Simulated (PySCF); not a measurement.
carbon atom (C), triplet; SA2-CASSCF(4,6)/def2-SVP in PySCF.

The PySCF input:
```python
from pyscf import gto, scf, mcscf
import numpy

mol = gto.Mole()
mol.atom = '''
    C     0.000000    0.000000    0.000000
'''
mol.basis = 'def2-svp'
mol.charge = 0
mol.spin = 2
mol.verbose = 4
mol.build()

mf = scf.ROHF(mol)
mf.kernel()
mc = mcscf.CASSCF(mf, 6, 4)
mc.fix_spin_(ss=2.0)
mc = mc.state_average_([0.5, 0.5])
mc.kernel()
```

The log (banner, timings and long lists left out):

```
PySCF version 2.14.0

[INPUT] verbose = 4
[INPUT] num. atoms = 1
[INPUT] num. electrons = 6
[INPUT] charge = 0
[INPUT] spin (= nelec alpha-beta = 2S) = 2
[INPUT] symmetry False subgroup None
[INPUT] Mole.unit = angstrom
[INPUT] Symbol           X                Y                Z      unit          X                Y                Z       unit  Magmom
[...]
nuclear repulsion = 0
number of shells = 6
number of NR pGTOs = 24
number of NR cGTOs = 14
basis = def2-svp
ecp = {}

******** <class 'pyscf.scf.rohf.ROHF'> ********
method = ROHF
initial guess = minao
damping factor = 0
level_shift factor = 0
DIIS = <class 'pyscf.scf.diis.CDIIS'>
diis_start_cycle = 1
diis_space = 8
diis_damp = 0
SCF conv_tol = 1e-09
SCF conv_tol_grad = None
SCF max_cycles = 50
direct_scf = True
direct_scf_tol = 1e-13
num. doubly occ = 2  num. singly occ = 2
Set gradient conv threshold to 3.16228e-05
init E= -37.2333149440104

WARN: HOMO -0.0386707143675244 >= LUMO -0.0386707143675171

cycle= 1 E= -37.6053222837226  delta_E= -0.372  |g|= 0.185  |ddm|= 0.819
[...]
cycle= 2 E= -37.639981876017  delta_E= -0.0347  |g|= 0.0505  |ddm|= 0.349
[...]
cycle= 3 E= -37.6410158270948  delta_E= -0.00103  |g|= 0.0145  |ddm|= 0.0703
[...]
cycle= 4 E= -37.6411635483415  delta_E= -0.000148  |g|= 0.000461  |ddm|= 0.0351
[...]
cycle= 5 E= -37.6411636473943  delta_E= -9.91e-08  |g|= 3.09e-05  |ddm|= 0.000797
[...]
cycle= 6 E= -37.6411636484164  delta_E= -1.02e-09  |g|= 5.69e-06  |ddm|= 7.67e-05
[...]
cycle= 7 E= -37.6411636484541  delta_E= -3.77e-11  |g|= 3.5e-08  |ddm|= 1.2e-05
[...]
Extra cycle  E= -37.6411636484541  delta_E= -7.11e-15  |g|= 7.73e-09  |ddm|= 6.34e-08
converged SCF energy = -37.6411636484541

******** <class 'pyscf.mcscf.addons.StateAverageCASSCF'> ********
CAS (3e+1e, 6o), ncore = 1, nvir = 7
max_cycle_macro = 50
max_cycle_micro = 4
conv_tol = 1e-07
conv_tol_grad = None
orbital rotation max_stepsize = 0.02
orbital rotation threshold for CI restart = 0.01
augmented hessian ah_max_cycle = 30
augmented hessian ah_conv_tol = 1e-12
augmented hessian ah_linear dependence = 1e-14
augmented hessian ah_level shift = 1e-08
augmented hessian ah_start_tol = 2.5
augmented hessian ah_start_cycle = 3
augmented hessian ah_grad_trust_region = 3
kf_trust_region = 3
kf_interval = 4
ci_response_space = 4
ci_grad_trust_region = 3
with_dep4 0
natorb = False
canonicalization = True
sorting_mo_energy = False
ao2mo_level = 2
internal_rotation = False
******** <class 'pyscf.mcscf.addons.StateAverageSpinPenaltyFCISolver'> ********
max. cycles = 50
conv_tol = 1e-08
davidson only = True
linear dependence = 1e-12
level shift = 0.001
max iter space = 12
nroots = 2
pspace_size = 400
spin = None
State-average over 2 states with weights [0.5, 0.5]
CASCI E = -37.6531611105598  S^2 = 2.0000000
Set conv_tol_grad to 0.000316228
macro iter   1 ( 20 JK    4 micro), CASSCF E = -37.6717436112300  dE = -1.85825007e-02  S^2 = 2.0000000
               |grad[o]|=0.0755  |ddm|=0.0324  |maxRot[o]|=0.237
macro iter   2 (  4 JK    1 micro), CASSCF E = -37.6717859682946  dE = -4.23570646e-05  S^2 = 2.0000000
               |grad[o]|=0.00465  |ddm|=0.000862  |maxRot[o]|=0.0323
macro iter   3 (  3 JK    1 micro), CASSCF E = -37.6717962142439  dE = -1.02459494e-05  S^2 = 2.0000000
               |grad[o]|=0.000497  |ddm|=0.000408  |maxRot[o]|=0.017
macro iter   4 (  3 JK    1 micro), CASSCF E = -37.6717992992906  dE = -3.08504664e-06  S^2 = 2.0000000
               |grad[o]|=0.000279  |ddm|=0.000228  |maxRot[o]|=0.0091
macro iter   5 (  3 JK    1 micro), CASSCF E = -37.6718002734157  dE = -9.74125101e-07  S^2 = 2.0000000
               |grad[o]|=0.00016  |ddm|=0.000117  |maxRot[o]|=0.0049
macro iter   6 (  3 JK    1 micro), CASSCF E = -37.6718005950620  dE = -3.21646304e-07  S^2 = 2.0000000
               |grad[o]|=9.08e-05  |ddm|=5.9e-05  |maxRot[o]|=0.00267
macro iter   7 (  3 JK    1 micro), CASSCF E = -37.6718007047878  dE = -1.09725839e-07  S^2 = 2.0000000
               |grad[o]|=5.21e-05  |ddm|=2.76e-05  |maxRot[o]|=0.00147
macro iter   8 (  3 JK    1 micro), CASSCF E = -37.6718007428008  dE = -3.80129279e-08  S^2 = 2.0000000
               |grad[o]|=2.91e-05  |ddm|=1.7e-05  |maxRot[o]|=0.00079
1-step CASSCF converged in   8 macro ( 42 JK  11 micro) steps
CASSCF canonicalization
Density matrix diagonal elements [1.94520373 0.87067466 0.64904906 0.52199036 0.00912582 0.00395637]
CASSCF energy = -37.6718007428008
CASCI E = -37.6718007428008  E(CI) = -5.32727661039156  S^2 = 2.0000000
CASCI state-averaged energy = -37.6718007428008
CASCI energy for each state
  State 0 weight 0.5  E = -37.6718079548401 S^2 = 2.0000000
  State 1 weight 0.5  E = -37.6717935307614 S^2 = 2.0000000
```
